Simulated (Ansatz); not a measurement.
**Relaxing a trial structure of CH2GeZn**

The starting geometry of this gas-phase triplet was optimised with GFN2-xTB.

```xyz
5

C     2.6143   -1.4076    1.4757
Ge    3.5631   -3.0510    1.8293
Zn    1.5590   -3.5177    3.0031
H     2.8111   -0.4814    2.0090
H     2.1145   -1.2001    0.5333
```

**Question.** Where would you expect an optimisation with B3LYP/6-31G* to take it?

**Answer.** It rearranges, giving a structure given below by its coordinates. Contacts that open: Ge2–Zn3 (2.37 → 3.24 Å). Contacts that close: C1–Zn3 (2.81 → 2.00 Å).

The energy falls by 0.28 eV over 13 steps:

| step | E − E(last) (eV) |
| --- | --- |
| 1 | 0.282 |
| 2 | 0.261 |
| 4 | 0.228 |
| 5 | 0.184 |
| 6 | 0.152 |
| 8 | 0.068 |
| 9 | 0.028 |
| 10 | 0.016 |
| 12 | 0.000 |
| 13 | 0.000 |

Final geometry (Å):

```xyz
5

C     2.5731   -1.7437    1.6593
Ge    4.1499   -2.8976    1.4774
Zn    1.1825   -2.6631    2.7642
H     2.7306   -0.8128    2.2211
H     2.0258   -1.5406    0.7285
```

Frequencies at the end are all real (lowest 80 cm⁻¹). Open shells are spin-unrestricted. The triplet needn't be the ground state. Run with Ansatz 0.2.0, 2.2 min on 1 thread of Arm Neoverse V1, with other jobs on the host.
